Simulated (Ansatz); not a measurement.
One change: `C[SiH](F)CO` becomes `C[SiH](F)[SiH2]Cl`.

Ansatz, PBE0-D4/def2-TZVP geometries, multiplicity 1. Each molecule was computed in one conformer, which needn't be the lowest.

```json
{"property": "LUMO energy (PBE/def2-TZVPP) / eV", "`C[SiH](F)CO`": "-0.45"}
{"property": "HOMO–LUMO gap (ωB97M-V/def2-TZVPP) / eV", "`C[SiH](F)CO`": "12.03"}
{"property": "LUMO energy (PBE0/def2-TZVPP) / eV", "`C[SiH](F)CO`": "0.47"}
{"property": "size of the dipole moment (ωB97M-V/def2-TZVPP) / D", "`C[SiH](F)CO`": "2.14"}
{"property": "HOMO–LUMO gap (PBE0/def2-TZVPP) / eV", "`C[SiH](F)CO`": "8.01"}
{"property": "HOMO–LUMO gap (PBE/def2-TZVPP) / eV", "`C[SiH](F)CO`": "5.54"}
```

(1) Give the same properties after the change, and the shifts. (Best estimate.)

Answers

(1) Computed: 
| property | `C[SiH](F)[SiH2]Cl` | shift |
| --- | --- | --- |
| LUMO energy (PBE/def2-TZVPP) / eV | -1.73 | -1.28 |
| HOMO–LUMO gap (ωB97M-V/def2-TZVPP) / eV | 10.98 | -1.05 |
| LUMO energy (PBE0/def2-TZVPP) / eV | -0.87 | -1.34 |
| size of the dipole moment (ωB97M-V/def2-TZVPP) / D | 0.92 | -1.22 |
| HOMO–LUMO gap (PBE0/def2-TZVPP) / eV | 7.14 | -0.87 |
| HOMO–LUMO gap (PBE/def2-TZVPP) / eV | 5.06 | -0.48 |

With PBE0 the HOMO falls by 0.48 eV and the LUMO falls by 1.34 eV, so the gap narrows by about 0.86 eV. PBE moves the HOMO by -0.80 eV and ωB97M-V by -0.17 eV. Dipoles are sizes alone; their direction can turn.
